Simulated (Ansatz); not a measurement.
## Telling isomers of H3NOSn apart by their spectra

These gas-phase data were calculated for one isomer of H3NOSn at PBE0-D4/def2-SVP (harmonic, unscaled wavenumbers; equilibrium rotational constants with average atomic masses):

* rotational constants: 9.567, 6.538, 3.884 GHz
* all wavenumbers above 1500 cm⁻¹: 3884, 3691, 3575, 1509

Candidates:

(1) `N[O][SnH]`, a singlet
(2) `[NH2][Sn][OH]`, a singlet

Problem. Assign the data to one candidate and say why.

Solution. Candidate (2). No mode falls between 1650 and 2000 cm⁻¹, where the Sn–H stretch of (1) would stand.

The same quantities for all candidates:

```tsv
	rotational constants (GHz)	wavenumbers above 1500 cm⁻¹	E above the lowest, PBE0-D4/def2-SVP (kcal/mol)
(1)	41.79, 3.047, 2.882	3522, 3438, 1711, 1638	63.2
(2)	9.567, 6.538, 3.884	3884, 3691, 3575, 1509	0.0
```

Harmonic stretches to hydrogen usually lie a few per cent above observed fundamentals. Each candidate is one conformer. Atoms past krypton carry core potentials. Programs: Ansatz 0.2.0.
